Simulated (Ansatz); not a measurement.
`O/C(F)=[CH]\[GeH3]` and `C/C(F)=[CH]/[GeH3]` differ in one atom or group (the configuration at the double bond changes too).

Ansatz, PBE0-D4/def2-TZVP geometries, multiplicity 1. Each molecule was computed in one conformer, which needn't be the lowest.

Scalar relativity is left out up to krypton.

| property | `O/C(F)=[CH]\[GeH3]` |
| --- | --- |
| LUMO energy (PBE/def2-TZVPP) / eV | -0.56 |
| LUMO energy (ωB97M-V/def2-TZVPP) / eV | 2.22 |
| HOMO energy (B3LYP/def2-TZVPP) / eV | -6.80 |
| zero-point energy (PBE0-D4/def2-TZVP) / kJ/mol | 163.9 |
| size of the dipole moment (B3LYP/def2-TZVPP) / D | 1.48 |
| LUMO energy (B3LYP/def2-TZVPP) / eV | 0.13 |

(1) What does the change do to each property? (An estimate is asked.)

Results:

(1) The calculation gave: 
| property | `C/C(F)=[CH]/[GeH3]` | shift |
| --- | --- | --- |
| LUMO energy (PBE/def2-TZVPP) / eV | -1.03 | -0.47 |
| LUMO energy (ωB97M-V/def2-TZVPP) / eV | 1.97 | -0.25 |
| HOMO energy (B3LYP/def2-TZVPP) / eV | -7.17 | -0.37 |
| zero-point energy (PBE0-D4/def2-TZVP) / kJ/mol | 225.5 | 61.6 |
| size of the dipole moment (B3LYP/def2-TZVPP) / D | 1.94 | 0.46 |
| LUMO energy (B3LYP/def2-TZVPP) / eV | -0.32 | -0.45 |

With PBE0 the HOMO falls by 0.37 eV and the LUMO falls by 0.47 eV, so the gap narrows by about 0.10 eV. PBE moves the HOMO by -0.41 eV and ωB97M-V by -0.37 eV. The zero-point energy changes by 61.6 kJ/mol with +6 modes. Dipoles are sizes alone; their direction can turn.

B3LYP here is the variant with VWN-RPA as its local correlation; programs differ in this.
